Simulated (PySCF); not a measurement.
C4H4N, doublet, at a GFN2-xTB geometry; M06L/STO-3G (PySCF).

The PySCF input:
```python
from pyscf import gto, scf, dft

mol = gto.Mole()
mol.atom = '''
    C     0.252348    1.101010    0.345665
    C     1.136349    0.072094   -0.127116
    N     0.471524   -1.049706   -0.386108
    C    -0.810401   -0.797719   -0.139787
    C    -1.001394    0.566514    0.267692
    H     0.539459    2.101133    0.604260
    H     2.190322    0.154486   -0.319361
    H    -1.554111   -1.570817   -0.201601
    H    -1.937753    1.011744    0.540735
'''
mol.basis = 'sto-3g'
mol.charge = 0
mol.spin = 1
mol.verbose = 4
mol.build()

mf = dft.UKS(mol)
mf.xc = 'm06l'
mf.grids.atom_grid = (75, 302)
mf.kernel()
```

It wrote (shortened):

```
PySCF version 2.14.0

[INPUT] verbose = 4
[INPUT] num. atoms = 9
[INPUT] num. electrons = 35
[INPUT] charge = 0
[INPUT] spin (= nelec alpha-beta = 2S) = 1
[INPUT] symmetry False subgroup None
[INPUT] Mole.unit = angstrom
[INPUT] Symbol           X                Y                Z      unit          X                Y                Z       unit  Magmom
[INPUT]  1 C      0.252348000000   1.101010000000   0.345665000000 AA    0.476868608082   2.080607360407   0.653212180848 Bohr   0.0
[INPUT]  2 C      1.136349000000   0.072094000000  -0.127116000000 AA    2.147388391923   0.136237915224  -0.240214426050 Bohr   0.0
[INPUT]  3 N      0.471524000000  -1.049706000000  -0.386108000000 AA    0.891051221159  -1.983656851313  -0.729638374504 Bohr   0.0
[INPUT]  4 C     -0.810401000000  -0.797719000000  -0.139787000000 AA   -1.531435941074  -1.507470434362  -0.264159145775 Bohr   0.0
[INPUT]  5 C     -1.001394000000   0.566514000000   0.267692000000 AA   -1.892360402783   1.070556305732   0.505864565737 Bohr   0.0
[INPUT]  6 H      0.539459000000   2.101133000000   0.604260000000 AA    1.019429765432   3.970565921286   1.141885908030 Bohr   0.0
[INPUT]  7 H      2.190322000000   0.154486000000  -0.319361000000 AA    4.139108704610   0.291936230080  -0.603504824867 Bohr   0.0
[INPUT]  8 H     -1.554111000000  -1.570817000000  -0.201601000000 AA   -2.936844157174  -2.968413921811  -0.380970676438 Bohr   0.0
[INPUT]  9 H     -1.937753000000   1.011744000000   0.540735000000 AA   -3.661822467054   1.911919068172   1.021841055967 Bohr   0.0

nuclear repulsion = 152.401475173334
number of shells = 19
number of NR pGTOs = 87
number of NR cGTOs = 29
basis = sto-3g
ecp = {}

******** <class 'pyscf.dft.uks.UKS'> ********
method = UKS
initial guess = minao
damping factor = 0
level_shift factor = 0
DIIS = <class 'pyscf.scf.diis.CDIIS'>
diis_start_cycle = 1
diis_space = 8
diis_damp = 0
SCF conv_tol = 1e-09
SCF conv_tol_grad = None
SCF max_cycles = 50
direct_scf = True
direct_scf_tol = 1e-13
number electrons alpha = 18  beta = 17
XC library pyscf.dft.libxc version 7.1.2
    S. Lehtola, C. Steigemann, M. J. T. Oliveira, and M. A. L. Marques,  SoftwareX 7, 1–5 (2018)
XC functionals = m06l
    Y. Zhao and D. G. Truhlar,  J. Chem. Phys. 125, 194101 (2006)
    Y. Zhao and D. G. Truhlar,  J. Chem. Phys. 125, 194101 (2006)
    Y. Zhao and D. G. Truhlar,  Theor. Chem. Acc. 120, 215 (2008)
radial grids:
    Treutler-Ahlrichs [JCP 102, 346 (1995); DOI:10.1063/1.469408] (M4) radial grids

becke partition: Becke, JCP 88, 2547 (1988); DOI:10.1063/1.454033
pruning grids: <function nwchem_prune>
grids dens level: 3
symmetrized grids: False
atomic radii adjust function: <function treutler_atomic_radii_adjust>
User specified grid scheme (75, 302)
small_rho_cutoff = 0
Set gradient conv threshold to 3.16228e-05
tot grids = 129728
init E= -207.72452546388

cycle= 1 E= -206.760370533182  delta_E= 0.964  |g|= 0.259  |ddm|= 3.09
cycle= 2 E= -206.330549839907  delta_E= 0.43  |g|= 0.827  |ddm|= 1.76
cycle= 3 E= -206.802026975831  delta_E= -0.471  |g|= 0.0853  |ddm|= 1.52
cycle= 4 E= -206.807783978619  delta_E= -0.00576  |g|= 0.0425  |ddm|= 0.274
cycle= 5 E= -206.808395709135  delta_E= -0.000612  |g|= 0.0367  |ddm|= 0.12
cycle= 6 E= -206.809348694453  delta_E= -0.000953  |g|= 0.00773  |ddm|= 0.053
cycle= 7 E= -206.809420061817  delta_E= -7.14e-05  |g|= 0.00257  |ddm|= 0.0377
cycle= 8 E= -206.809425305359  delta_E= -5.24e-06  |g|= 0.00116  |ddm|= 0.00757
cycle= 9 E= -206.809425981395  delta_E= -6.76e-07  |g|= 0.000591  |ddm|= 0.00218
cycle= 10 E= -206.809426216121  delta_E= -2.35e-07  |g|= 4.75e-05  |ddm|= 0.000996
cycle= 11 E= -206.809426217571  delta_E= -1.45e-09  |g|= 3.29e-05  |ddm|= 0.000185
cycle= 12 E= -206.809426218263  delta_E= -6.92e-10  |g|= 1.15e-05  |ddm|= 7.08e-05
Extra cycle  E= -206.80942621781  delta_E= 4.53e-10  |g|= 2.82e-05  |ddm|= 8.93e-05
converged SCF energy = -206.80942621781  <S^2> = 0.7667291  2S+1 = 2.0166597
```
